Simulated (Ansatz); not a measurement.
Reactions of C3H6FN, SMILES `NCC=CF`.

Program: Ansatz. Geometries: PBE0-D4/def2-TZVP. ΔE: electronic, gas phase. CCSD(T)/CBS is the MP2 limit (def2-TZVPP, def2-QZVPP) plus CCSD(T) − MP2 in def2-TZVPP, frozen cores. This one scheme is used for every species, atoms too. Double bonds are as drawn, so ΔE can hold a change between cis and trans. Functionals use def2-TZVPP. B3LYP here is the variant with VWN-RPA as its local correlation; programs differ in this. No spin–orbit coupling; open shells (•) take unrestricted orbitals. Spin–orbit coupling would lower the free atoms: a little for C, F. Each species was taken in one conformer, which may not be the lowest.

| reaction | PBE0-D4 (eV) | B3LYP-D4 (eV) | HF/CBS(def2) (eV) | CCSD(T)/CBS(def2) (eV) |
| --- | --- | --- | --- | --- |
| `NC/C=C\F` → 3 C• + F• + 6 H• + N• | 45.23 | 45.02 | 31.92 | 44.84 |
| `NC/C=C\F` → `N/C=C\F` + `[CH2]` (triplet) | 4.27 | 4.22 | 2.87 | 4.36 |
| `NC/C=C\F` + `[OH][AlH2]` → `[OH][AlH]/[CH]=C/F` + CH₃NH₂ | -0.55 | -0.57 | -0.53 | -0.55 |
| `NC/C=C\F` → `C=C(N)CF` | -0.35 | -0.36 | -0.31 | -0.31 |
| `NC/C=C\F` + `OCF` → `NCOCF` + `C=CF` | 0.17 | 0.11 | 0.10 | 0.18 |
| `NC/C=C\F` → `CC(F)C=N` | -0.35 | -0.37 | -0.41 | -0.38 |
| `NC/C=C\F` → `C/C=N/CF` | -0.21 | -0.25 | -0.31 | -0.20 |
| `NC/C=C\F` + CH₃OH → `CO/C=C/F` + CH₃NH₂ | 0.39 | 0.36 | 0.43 | 0.46 |
| `NC/C=C\F` → `CC(=N)CF` | -0.45 | -0.46 | -0.49 | -0.45 |
| `NC/C=C\F` → `C=C(F)NC` | -0.17 | -0.16 | -0.11 | -0.06 |

Largest T1 diagnostic: 0.013, for `[OH][AlH]/[CH]=C/F`.
